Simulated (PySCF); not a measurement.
From one molecule to another.

First species: C2H8O3SSi.
Numbering: `[CH3:1][S@@:2](=[O:3])[CH2:4][O:5][SiH2:6][OH:7]` (hydrogens: H8, H9, H10 on C1; H11, H12 on C4; H13, H14 on Si6; H15 on O7)

Second species: C2H8O3SSi.
SMILES: `C[SiH2]OS(C)(=O)=O`

Levels: wB97X-D/def2-SVPD for dipole moment, HOMO energy, LUMO energy, HOMO–LUMO gap, static isotropic polarisability and electronic spatial extent ⟨r²⟩ about the centre of nuclear charge; TDDFT wB97X-D/def2-SVPD for lowest singlet excitation; TDA wB97X-D/def2-SVPD for lowest triplet excitation (Tamm–Dancoff); GFN2-xTB for rotational constant A and rotational constant C. Geometries: GFN2-xTB. All species are isolated and taken at one optimised geometry, non-relativistic unless stated. Electronic properties by PySCF.

Dipoles, sizes and rotational constants follow the conformer. The torsions of the flexible species, by atom-mapped SMILES:
- `[CH3:1][S@@:2](=[O:3])[CH2:4][O:5][SiH2:6][OH:7]`: C1–S2–C4–O5 -46°, S2–C4–O5–Si6 -79°, C4–O5–Si6–O7 61°, H–O7–Si6–O5 -26°
- `[CH3:1][SiH2:2][O:3][S:4]([CH3:5])(=[O:6])=[O:7]`: C1–Si2–O3–S4 -59°, Si2–O3–S4–C5 -172°

Problem. Which has the higher LUMO energy?

Solution. The second: 1.74 eV against 1.68 eV, a difference of 0.06 eV.

Problem. Which has the higher HOMO energy?

Solution. The first: -9.14 eV against -10.61 eV, a difference of 1.47 eV.

Problem. Which of the two has the higher dipole moment, and by how much?

Solution. The first: 4.11 D against 2.76 D, a difference of 1.35 D.

Problem. Which has the higher T1 energy?

Solution. The second: 7.76 eV against 5.39 eV, a difference of 2.37 eV.

Problem. Which of the two has the higher rotational constant C, and by how much?

Solution. The second: 1.213 GHz against 1.164 GHz, a difference of 0.049 GHz.

Problem. Which has the higher HOMO–LUMO gap?

Solution. The second: 12.35 eV against 10.82 eV, a difference of 1.53 eV.

Problem. Which has the higher static isotropic polarisability?

Solution. The first: 80.1 au against 77.2 au, a difference of 2.9 au.

Problem. Which has the higher S1 energy?

Solution. The second: 8.07 eV against 6.24 eV, a difference of 1.83 eV.

On the first: The dipole equals about 13.7 × 10⁻³⁰ C·m (1 D = 3.33564 × 10⁻³⁰ C·m). The polarisability is 11.87 Å³ as a volume (1 au = 0.148185 Å³), or 1.08 au for each of the 74 electrons.

On the second: The vertical singlet–triplet gap S1 − T1 is 0.31 eV (TDDFT singlet less Tamm–Dancoff triplet; S1: HOMO→LUMO, weight 0.56; T1: HOMO→LUMO, weight 0.38).
